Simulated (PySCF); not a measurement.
Delta-SCF ions had no search for a lower state. Excitations are Tamm–Dancoff values on a coarser integration grid. The basis has no diffuse functions, so Rydberg states are missing or too high.

**H2ClIn, SMILES `[Cl][InH2]` (charge 0, multiplicity 1)**

Calculation: TPSSh-D3(BJ)/def2-TZVP // B3LYP-D3(BJ)/def2-TZVP run with PySCF.

```
Quantity                                                                 Value
--------------------------------------  --------------------------------------
HOMO                                                                  -7.52 eV
dipole moment                                                           2.91 D
LUMO                                                                  -2.27 eV
HOMO–LUMO gap                                                          5.24 eV
S1 excitation (TDA)                                                    4.73 eV
S1 oscillator strength                                                   0.000
T1 excitation (TDA)                                                    4.59 eV
S1–T1 gap (TDA)                                                        0.14 eV
vertical ionisation energy (Delta-SCF)                                10.31 eV
total energy                                                      -651.5304 Ha
cost                                    about 60 core-seconds (a rough figure)
```

Bonded distances (Å): Cl1–In2 2.367, In2–H3 1.710, In2–H4 1.710. Bond angles (°): Cl1–In2–H3 112.2, Cl1–In2–H4 112.2, H3–In2–H4 135.6.
Charge 0, spin multiplicity 1.
